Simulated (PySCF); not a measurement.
# Calcium: a sound run and one with changed settings

Sound run: Ca [Ar] 4s2, Ca⁺ [Ar] 4s1. All numbers are calculated (PySCF 2.14, scalar relativity by spin-free X2C-1e, in cc-pVTZ-X2C (6s5p3d1f, 43 functions)). In the sound run the correlated levels freeze [Ar]. The sound run starts from symmetry-adapted Hartree-Fock orbitals and uses a fine grid where one is needed.

Changed run: basis STO-3G, all-electron and non-relativistic. This setting is unsound on purpose.

| species | method | sound run (hartree) | changed run (hartree) | converged |
| --- | --- | --- | --- | --- |
| Ca | UHF | -679.63672 | -669.98887 | yes |
| Ca | M06-L | -680.42372 | -670.70290 | yes |
| Ca | BP86 | -680.53518 | -670.76559 | yes |
| Ca | MP2 | -679.65668 | -670.00456 | yes |
| Ca | CCSD(T) | -679.66536 | -670.01744 | yes |
| Ca⁺ | UHF | -679.44778 | -669.84136 | yes |
| Ca⁺ | M06-L | -680.19904 | -670.50086 | yes |
| Ca⁺ | BP86 | -680.30708 | -670.56589 | yes |

Ionisation energy of Ca:

```csv
method,sound run (eV),changed run (eV)
UHF,5.141,4.014
M06-L,6.114,5.498
BP86,6.207,5.434
MP2,5.684,4.441
SCS-MP2,5.793,4.526
CCSD,5.920,4.791
CCSD(T),5.920,4.791
CCSDT,5.920,4.791
FCI,5.920,4.791
```

A minimal basis cannot let orbitals breathe on ionisation and holds almost no correlation. The Hamiltonian changed with the basis, so the totals do not compare.

For comparison, NIST gives 6.113 eV between the lowest levels.
